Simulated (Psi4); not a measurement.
H₃S (SMILES [SH3+]), charge +1, singlet, at a GFN2-xTB geometry. Base run: Psi4 with CCSD/6-31G**.

Psi4 was given this input:
```
memory 2 GB

molecule mol {
1 1
  S     0.008152   -0.006678    0.114753
  H    -0.525802    1.066360   -0.517771
  H     1.091325   -0.058028   -0.698085
  H    -0.695957   -0.901485   -0.620200
}

set basis 6-31g**
set reference rhf

energy('ccsd')
print_variables()
```

Each row names what was changed in the base input (with any setting that the change needs).

| change | ΔE vs base (kcal/mol) | MP2 correlation (Eh) | CC correlation without the perturbative part (Eh) | basis functions |
|---|---|---|---|---|
| base | 0.000 | -0.15125 | -0.17547 | 34 |
| method = mp3 | 2.30 | -0.15114 | - | 34 |
| method = cepa(1) | -1.06 | -0.15125 | - | 34 |
| method = fno-ccsd(t) | -2.38 | -0.15125 | -0.17547 | 34 |
| scf_type = pk; mp2_type = conv | 0.000 | -0.15125 | -0.17547 | 34 |
| method = scs-mp2 | 11.79 | -0.15125 | - | 34 |
| method = ccsd(t) | -2.38 | -0.15125 | -0.17547 | 34 |
| method = dlpno-mp2 | 15.34 | -0.15100 | - | 34 |
| freeze_core = on | 6.62 | -0.13989 | -0.16491 | 34 |
| method = omp2 | 14.63 | -0.15114 | - | 34 |
